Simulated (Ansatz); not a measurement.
Isolated molecules relaxed with PBE0-D4/def2-TZVP in Ansatz; ΔE leaves out vibrations. CCSD(T)/CBS adds triple-zeta CCSD(T) − MP2 to the extrapolated MP2 energy (def2 sets, frozen cores). DFT in def2-TZVPP. B3LYP here is the variant with VWN-RPA as its local correlation; programs differ in this. One conformer a species, not always the lowest.

Consider the redistribution: `[NH2][AlH][SiH2][SiH2]Cl` + `CB[SiH2]O` → `CB[SiH2][SiH2]Cl` + `[NH2][AlH][SiH2]O`.

`[NH2][AlH][SiH2][SiH2]Cl`:

```xyz
12

N     1.782   -0.984   -1.133
Al    0.180   -0.613   -1.770
Si   -1.270    0.710   -0.300
Si   -0.589    0.455    1.919
Cl    1.445    0.868    2.030
H     2.491   -1.516   -1.611
H     2.121   -0.661   -0.240
H    -0.220   -1.161   -3.202
H    -2.707    0.307   -0.365
H    -1.210    2.170   -0.606
H    -0.768   -0.942    2.393
H    -1.254    1.369    2.883
```

`CB[SiH2]O`:

```xyz
11

C     1.359    0.463    0.886
B     0.798    0.031   -0.495
Si   -1.107   -0.522   -0.846
O    -2.063   -0.689    0.500
H     0.784    0.144    1.758
H     1.307    1.566    0.859
H     2.418    0.234    1.033
H     1.527    0.088   -1.450
H    -1.141   -1.858   -1.503
H    -1.711    0.462   -1.801
H    -2.171    0.080    1.060
```

`CB[SiH2][SiH2]Cl`:

Z-matrix (Å, degrees):
```
C
B 1 1.548
H 1 1.092 2 114.5
H 1 1.091 2 116.2 3 -130.7
H 1 1.106 2 102.8 3 114.1
Si 2 2.009 1 122.8 3 157.7
H 2 1.200 1 119.4 3 -30.4
Si 6 2.346 2 104.4 1 88.5
H 6 1.491 2 114.8 1 -155.6
H 6 1.491 2 114.9 1 -28.2
Cl 8 2.072 6 108.6 2 -51.6
H 8 1.485 6 113.2 2 -170.3
H 8 1.485 6 111.9 2 66.3
```

`[NH2][AlH][SiH2]O`:

Z-matrix (Å, degrees):
```
Si
Al 1 2.466
O 1 1.666 2 112.2
H 1 1.498 2 111.5 3 -124.3
H 1 1.490 2 112.0 3 117.1
N 2 1.771 1 115.9 3 -8.9
H 2 1.589 1 126.9 3 170.1
H 3 0.958 1 116.4 2 -59.9
H 6 1.008 2 125.3 1 179.4
H 6 1.008 2 124.5 1 -4.5
```

```csv
level,ΔE (kJ/mol),difference from CCSD(T)/CBS
r2SCAN-D4,14.8,-1.1
PBE0-D4,14.9,-1.0
ωB97X-V,15.8,-0.1
PBE,12.3,-3.6
r2SCAN,14.8,-1.1
PBE0,14.3,-1.6
B3LYP,13.6,-2.3
HF/def2-TZVPP,16.4,0.5
MP2/def2-TZVPP,16.3,0.4
SCS-MP2/def2-TZVPP,15.8,-0.1
CCSD/def2-TZVPP,16.5,0.6
MP2/def2-QZVPP,15.9,0.0
SCS-MP2/def2-QZVPP,15.4,-0.5
HF/CBS(def2),15.9,0.0
MP2/CBS(def2),15.9,0.0
CCSD/CBS(def2),16.0,0.1
CCSD(T)/CBS,15.9,0
```

Largest T1 diagnostic among the species: 0.013.
